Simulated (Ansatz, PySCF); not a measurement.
Breaking a bond: SH (anion, charge -1), singlet. Each curve is given relative to its own lowest point near equilibrium.

```
R / Å      A      B      C      D
-----  -----  -----  -----  -----
1.01    99.5  101.1  108.6  100.6
1.08    52.9   54.5   59.4   54.0
1.16    21.1   22.5   25.3   22.1
1.22     8.0    9.1   10.8    8.7
1.26     3.1    3.9    4.9    3.6
1.28     1.5    2.1    3.0    1.9
1.35     0.0    0.0    0.0    0.0
1.40     1.9    1.3    0.8    1.5
1.42     3.1    2.4    1.7    2.7
1.47     7.4    6.0    4.9    6.6
1.56    17.8   15.1   13.4   16.4
1.66    31.9   27.7   25.3   29.9
1.79    51.7   45.2   42.5   49.1
2.03    87.2   76.2   74.7   84.3
2.25   115.3  100.1  101.7  113.0
2.46   137.4  118.4  124.1  136.3
2.75   161.1  137.3  149.3  162.2
3.00   176.3  148.9  166.0  179.6
3.34   191.4      —  182.8  197.7
3.66   201.4      —  194.3  210.1
4.03   209.5      —  204.0  220.7
4.74   218.7      —  214.7  233.3
5.33   223.0      —  218.5  239.2
```

Energies in mEh.

Q: Match the curves with the methods CCSD on RHF/aug-cc-pVQZ, frozen core (Ansatz, a quantum-chemistry and plane-wave program); RHF/aug-cc-pVQZ in Ansatz; PySCF with restricted M06-2X/6-31G*, spherical d; MP2 on RHF/aug-cc-pVQZ, frozen core run with Ansatz.

A: A is RHF; B is RCCSD; C is RKS-M06-2X/6-31G*; D is RMP2.

Dashes: no converged value, or the column stops at the first point that the program doubted or that broke a chosen test of continuity, which isn't proof of a fault.

The T1 diagnostic of CCSD on the restricted reference of RCCSD, RMP2 exceeds 0.045 at 2.46 to 5.33 Å. Where the anion isn't bound against loss of the electron, the finite basis alone holds it. The restricted form behind RHF, RMP2, RKS-M06-2X/6-31G* keeps the bonding electrons paired and can't separate into open-shell fragments.
